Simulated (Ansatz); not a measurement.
`[OH][In]([SH])[Cl]` at its PBE0-D4/def2-TZVP geometry, where that method's forces vanish. The species carries charge 0 and has multiplicity 1. In: def2 effective core potential.

```xyz
6

O    -0.8937    1.3275   -1.2625
In   -0.0707    0.0251   -0.0413
S     2.1857    0.1387    0.6091
Cl   -1.4677   -1.6615    0.7390
H    -1.8197    1.1266   -1.4245
H     2.0660   -0.9564    1.3801
```

**Question.** What forces (eV/Å) does PBE-D4/def2-TZVPP give on these atoms in Ansatz? (An estimate is asked.)

**Answer.** Computed: 
```
O1   0.291  0.492 -0.265
In2  0.104 -0.144  0.139
S3   0.312  0.242 -0.075
Cl4 -0.197 -0.245  0.116
H5  -0.470 -0.134 -0.057
H6  -0.040 -0.210  0.141
```
